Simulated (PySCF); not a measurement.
BClFHO, SMILES OB(F)Cl.

Geometry optimised at B3LYP-D3(BJ)/def2-SVP. One conformer was computed; it need not be the lowest.

These are HF/def2-TZVPD in PySCF values and carry that method's errors.

Symmetry labels are those of the subgroup Cs that the program uses (full group Cs).

Computed valence orbital energies around the gap with their symmetry:
```json
[
 {"orbital": "HOMO−7", "symmetry": "A'", "energy (eV)": "-21.24"},
 {"orbital": "HOMO−6", "symmetry": "A'", "energy (eV)": "-19.69"},
 {"orbital": "HOMO−5", "symmetry": "A\"", "energy (eV)": "-19.22"},
 {"orbital": "HOMO−4", "symmetry": "A'", "energy (eV)": "-16.45"},
 {"orbital": "HOMO−3", "symmetry": "A\"", "energy (eV)": "-15.69"},
 {"orbital": "HOMO−2", "symmetry": "A'", "energy (eV)": "-15.59"},
 {"orbital": "HOMO−1", "symmetry": "A\"", "energy (eV)": "-13.10"},
 {"orbital": "HOMO", "symmetry": "A'", "energy (eV)": "-12.96"},
 {"orbital": "LUMO", "symmetry": "A'", "energy (eV)": "1.06"},
 {"orbital": "LUMO+1", "symmetry": "A'", "energy (eV)": "1.83"},
 {"orbital": "LUMO+2", "symmetry": "A\"", "energy (eV)": "2.26"},
 {"orbital": "LUMO+3", "symmetry": "A'", "energy (eV)": "2.26"}
]
```
